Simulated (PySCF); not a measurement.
# BP86 on Cl⁻ (chlorine, charge -1)

Configuration: [Ar], closed-shell 1S. Calculation: PySCF 2.14, in aug-cc-pCVQZ-DK; scalar relativity by spin-free X2C-1e.

* Total energy: -461.7699 hartree
* One-electron energy: -643.0018 hartree
* Hartree (Coulomb) energy: 209.8614 hartree
* Exchange-correlation energy: -28.6295 hartree
* ⟨S²⟩: 0.0000
* ⟨L²⟩: 0.000
* Sum of ⟨r⟩: 19.02 bohr
* Sum of ⟨r²⟩: 39.94 bohr²
* Langevin diamagnetic susceptibility: -31.6 ×10⁻⁶ cm³/mol

| shell | electrons | mean orbital energy (eV) | rms radius, mean of both spins (bohr) |
| --- | --- | --- | --- |
| 1s | 2 | -2741.4 | 0.105 |
| 2s | 2 | -242.87 | 0.484 |
| 2p | 6 | -181.80 | 0.454 |
| 3s | 2 | -11.435 | 1.70 |
| 3p | 6 | 0.145 | 2.32 |

At BP86 the highest occupied level has a positive energy, so only the finite basis holds that electron; in a semilocal or global hybrid functional this comes from self-interaction and does not mean that the real anion is unbound.

Densities and radii are taken from the X2C orbitals without a picture-change correction, which distorts them close to the nucleus.
